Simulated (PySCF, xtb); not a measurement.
Si(Me)3(OH) (C3H10OSi), SMILES C[Si](C)(C)O. The values are those of a single conformer.

Harmonic wavenumbers (cm⁻¹) from GFN2-xTB run with xtb at its own minimum, in rising order: 80, 102, 112, 158, 168, 206, 218, 241, 252, 628, 732, 741, 768, 780, 795, 805, 812, 860, 877, 912, 1377, 1381, 1384, 1485, 1488, 1492, 1495, 1497, 1498, 3027, 3031, 3039, 3042, 3050, 3050, 3053, 3056, 3059, 3670.

**Question.** What does r2SCAN-D4/def2-SVP run with PySCF give at its own minimum? (Estimate from the structure and the level; the computed values follow.)

**Answer.** 130, 151, 167, 169, 191, 216, 230, 269, 275, 607, 656, 676, 685, 728, 750, 784, 805, 849, 874, 925, 1253, 1255, 1262, 1419, 1424, 1425, 1432, 1434, 1443, 3025, 3026, 3034, 3123, 3125, 3133, 3133, 3139, 3141, 3886. Paired by order, the mean absolute difference is 54 cm⁻¹ and the zero-point energies are 77.8 and 77.6 kcal/mol.
